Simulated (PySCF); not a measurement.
Excitations are Tamm–Dancoff values on a coarser integration grid. The basis has no diffuse functions, so Rydberg states are missing or too high.

Cartesian coordinates (Å):
```xyz
5

B     -0.5764    -0.0582    -0.0121
S      1.0769    -0.6629     0.1093
H     -1.4357    -0.8806     0.0616
H     -0.8052     1.1007    -0.1578
H      1.7403     0.5011    -0.0009
```
Charge 0, spin multiplicity 1.

Task: Estimate the brightest of the four lowest singlets (TDA), T1 excitation (TDA), dipole moment, total energy and HOMO that PBE-D3(BJ)/def2-TZVP // PBE0-D4/def2-TZVP in PySCF returns for this input.

Result: 
```json
{
  "brightest of the four lowest singlets (TDA)": "6.42 eV",
  "T1 excitation (TDA)": "4.40 eV",
  "dipole_moment": "0.200 e·Å",
  "total_energy": "-11555.42 eV",
  "HOMO": "-7.34 eV"
}
```
